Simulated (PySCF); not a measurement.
C₃H₅FSi, SMILES FC=C=C[SiH3].

The structure is a stationary point at B3LYP-D3(BJ)/def2-SVP. The structure was generated by enumeration, and PubChem lists no compound with its InChIKey, so it may never have been made.

Two levels are set side by side: TDDFT-PBE/def2-SVPD (PySCF) and TDDFT-ωB97X/def2-SVPD (PySCF). Vertical, same geometry. The lowest singlet is HOMO→LUMO 100 % with PBE and HOMO→LUMO 97 % with the other functional; states are paired by order. Differences are taken from unrounded values.

```csv
quantity,TDDFT-ωB97X,TDDFT-PBE,TDDFT-PBE minus TDDFT-ωB97X
lowest singlet excitation (eV),4.58,4.16,-0.42
lowest triplet excitation (TDA) (eV),4.20,3.72,-0.48
first bright state (f over 0.05) (eV),7.58,6.50,-1.08
its oscillator strength,1.28,0.41,-0.87
```

Functionals without exact exchange tend to place singlet excitations lower, as here. Differences between two approximate levels are no errors against the true value.

Rough cost on one machine, each run with all the roots and properties that it gave: TDDFT-ωB97X against TDDFT-PBE about 8 times.
